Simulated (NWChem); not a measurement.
Molecule: CH7BOSi; SMILES CBO[SiH3]

```xyz
11

B     -0.4657     1.0757     0.0020
H     -1.6769     0.9176     0.0010
C      0.1579     2.5106    -0.0008
H     -0.2215     3.0878     0.8600
H     -0.1863     3.0617    -0.8935
H      1.2570     2.5143     0.0192
O      0.3265    -0.0257     0.0027
Si    -0.0091    -1.6701    -0.0006
H     -1.4844    -1.9002    -0.0001
H      0.6054    -2.2706     1.2160
H      0.6036    -2.2655    -1.2207
```
Atoms are numbered in this order, from 1.

Results from NWChem. Pople sets run with spherical d functions. Geometry: optimised at PBE0/def2-SVP. Level SCAN/6-31G*: energy and gradient on several grids; changes count from the extra-fine grid, which is no exact limit either.

```
grid     size of the energy change (μHa)  largest change of a gradient component (μHa/bohr)  time, medium = 1 (rough)
-------  -------------------------------  -------------------------------------------------  ------------------------
xcoarse                              400                                               2000                   about 1
coarse                             10000                                               1000                   about 1
medium                              2000                                                700                   about 1
fine                                 800                                                400                   about 1
xfine                               < 10                                               < 30                         2
```
